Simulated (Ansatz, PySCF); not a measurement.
Gas-phase reaction (SMILES): BOC + [H][H] (H2) -> B (BH3) + CO (CH4O); hydrogen cleaves one B-O bond, a model of a ligand-exchange step.

Geometries: B3LYP-D3(BJ)/def2-TZVP minima from Ansatz (a quantum-chemistry and plane-wave program), one conformer each, not searched for the lowest. Cores are frozen in the correlated levels unless marked. No spin-orbit coupling. Non-relativistic. Basis-set limits of correlation are two-point, X^-3; Hartree-Fock from the larger set. Thermal terms are rigid-rotor harmonic-oscillator values from B3LYP-D3(BJ) frequencies (Ansatz or PySCF) at 298.15 K and 1 atm. 1 Eh = 627.5095 kcal/mol.

```csv
species,"E, CCSD(T)/CBS(cc-pVTZ,cc-pVQZ) (Ansatz) (Eh)","E, PBE/def2-TZVPD (Ansatz) (Eh)",H - E (Eh)
BOC,-141.03734,-141.07269,0.06882
[H][H] (H2),-1.17450,-1.16589,0.01336
B (BH3),-26.54901,-26.55229,0.03008
CO (CH4O),-115.60979,-115.63215,0.05533
```

### Question
Work out ΔE and ΔH at 298.15 K at the first level, then ΔH at the second.

### Answer

1. ΔE = [(-26.54901) + (-115.60979)] - [(-141.03734) + (-1.17450)] = 0.05304 Eh = 33.3 kcal/mol at CCSD(T)/CBS(cc-pVTZ,cc-pVQZ).
2. The terms H - E add up to 0.00323 Eh, so ΔH = (0.05304 + (0.00323))×627.5095 = 35.3 kcal/mol.
3. At PBE/def2-TZVPD the same steps give ΔE = 34.0 and ΔH = 36.0 kcal/mol, a shift of +0.7 from the first level.
4. These values are not checked against measurement here, since the tables used lack a sound gas-phase enthalpy of formation for at least one species.
